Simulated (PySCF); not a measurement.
## NbBr at UHF

Level: UHF. PySCF, scalar-relativistic core potentials, basis sets Nb def2-TZVPP with ECP28, Br def2-TZVPP.

```json
{
 "state": "⁵Σ⁻ (quintet), unpaired electrons σ ↑↑, δ ↑↑",
 "bond length": "2.588 Å",
 "harmonic wavenumber": "235 cm⁻¹",
 "force constant": "1.38 mdyn/Å",
 "rotational constant Be": "0.05897 cm⁻¹",
 "anharmonicity ωexe": "0.528 cm⁻¹",
 "vibration–rotation constant αe": "0.000195 cm⁻¹",
 "bond order (Mayer)": "0.91",
 "dipole moment (positive dipole means Nb(−)Br(+))": "-2.51 D"
}
```

These are scalar-relativistic numbers at best; spin–orbit coupling would shift them, the dissociation energy most. Hartree–Fock leaves out correlation, which carries a large part of most bond energies and some tenths to 1 eV of ionisation energies. The state is the lowest single determinant that the PBE0 search found; with open d or f shells the true ground state can be another one.
